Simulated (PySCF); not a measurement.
Static response to an electric field

C5H6FNO.
Geometry (GFN2-xTB, Å), atoms numbered from 1 in this order:
```
atom  x, y, z in Å
C1     2.885   -1.101   -0.153
C2     2.149   -0.158   -0.151
C3     1.218    0.952   -0.102
F4     1.045    1.379    1.207
C5    -0.129    0.490   -0.701
O6    -0.324    0.509   -1.895
N7    -1.000    0.051    0.219
C8    -2.312   -0.436   -0.125
H9     3.549   -1.914   -0.179
H10    1.599    1.807   -0.673
H11   -0.754    0.095    1.197
H12   -3.086    0.190    0.323
H13   -2.401   -0.401   -1.210
H14   -2.439   -1.464    0.217
```

Level: PBE0/def2-SVPD (PySCF), static field, nuclei fixed, core orbitals frozen in the response. The polarisability tensor in these axes (au):

```
x   83.16 -5.74 -2.11
y   -5.74 64.28 -1.67
z   -2.11 -1.67 63.02
```

Task: What are the eigenvalues, a third of the trace, and Δα (Δα² = ½Σ(αi − αj)² over the three pairs)?

Result: Principal values 60.61, 64.96 and 84.88 au; mean 70.15 au = 10.40 Å³ = 11.57 × 10⁻⁴⁰ C²·m²/J; Δα = 22.41 au (32 % of the mean).

Task: What is the dipole moment, and where does it point?

Result: (-0.53, -1.27, 2.24) D, 2.62 D in size, pointing from the negative to the positive side. Measured along this direction, the outermost atoms are O6 and H10 at the negative end and H14 at the positive end.

Task: Refractivity n − 1 of an ideal gas of it at 400 K and 1 atm, from the electronic α?

Result: N = p/kT = 1.8347 × 10¹⁹ cm⁻³, so n − 1 = 2π × N × 10.40 × 10⁻²⁴ cm³ = 1198 × 10⁻⁶ at long wavelengths, for an ideal gas.

Task: In TDDFT the mean static polarisability is Σ f/ω² over all singlet excitations (ω in hartree). How much of it do the 6 lowest give? Their energies (eV) and oscillator strengths: 5.54, 0.0051; 6.13, 0.0038; 6.37, 0.0206; 6.65, 0.0068; 6.96, 0.0233; 6.98, 0.0205.

Result: They add up to 1.35 au, 1.9 % of the 70.15 au; the largest single term is 0.38 au, from the state at 6.37 eV. Terms in order: 0.12, 0.07, 0.38, 0.11, 0.36, 0.31 au. Higher excitations give the rest. The strengths listed sum to 0.080.

Task: Traceless (Buckingham) quadrupole moment about the centre of nuclear charge: eigenvalues?

Result: -14.79, 2.93, 11.86 D·Å. The values depend on the origin, since the dipole doesn't vanish. The electronic extent ⟨r²⟩ about the same centre is 1012 bohr², a root-mean-square distance of 2.17 Å for the 60 electrons.

Task: Along which axes do the principal values lie, and how far do the nuclei extend along each?

Result: Largest value along (0.96, -0.26, -0.07), where the nuclei span 6.97 Å; middle along (-0.13, -0.68, 0.72), 3.39 Å; least along (0.24, 0.69, 0.69), 3.71 Å. The strongest response lies along the longest span, while the other two are in reverse order.

Task: Rayleigh depolarisation ratio (linearly polarised light, static tensor)?

Result: ρ = 3Δα²/(45ᾱ² + 4Δα²) = 1507.0/(221456 + 2009.3) = 0.00674.

Isolated species at its GFN2-xTB geometry (one conformer only).
